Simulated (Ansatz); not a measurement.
Reactions of `OC([SiH3])S`.

Calculated with Ansatz (gas phase, PBE0-D4/def2-TZVP geometries, no zero-point term in ΔE). CCSD(T)/CBS adds triple-zeta CCSD(T) − MP2 to the extrapolated MP2 energy (def2 sets, frozen cores). This one scheme is used for every species. Functionals use def2-TZVPP. def2 core potentials past Kr. For Sn outer-core shells are correlated without core-valence functions, which leaves a few kJ/mol of doubt a bond. Each species was taken in one conformer, which may not be the lowest.

```json
{"reaction": "`OC([SiH3])S` + `C[O][Sn][OH]` → `[OH][Sn][O][SiH3]` + `CC(O)S`", "CCSD/CBS(def2) (kcal/mol)": "-48.6", "B2PLYP (kcal/mol)": "-47.2"}
{"reaction": "`OC([SiH3])S` + CH₃OH → `COC(O)S` + SiH₄", "CCSD/CBS(def2) (kcal/mol)": "3.4", "B2PLYP (kcal/mol)": "1.7"}
{"reaction": "`OC([SiH3])S` + `CB(O)S` → `CB(S)O[SiH3]` + `OCS`", "CCSD/CBS(def2) (kcal/mol)": "-25.6", "B2PLYP (kcal/mol)": "-25.6"}
{"reaction": "`OC([SiH3])S` + `[SiH3]S` → `OC(S)S[SiH3]` + SiH₄", "CCSD/CBS(def2) (kcal/mol)": "4.5", "B2PLYP (kcal/mol)": "3.8"}
```

Question: Give the CCSD(T)/CBS values in the same order. (Estimate.)

Answer: Computed: -47.9, 3.3, -24.6, 3.7 kcal/mol.

Largest T1 diagnostic: 0.017, for `C[O][Sn][OH]`.
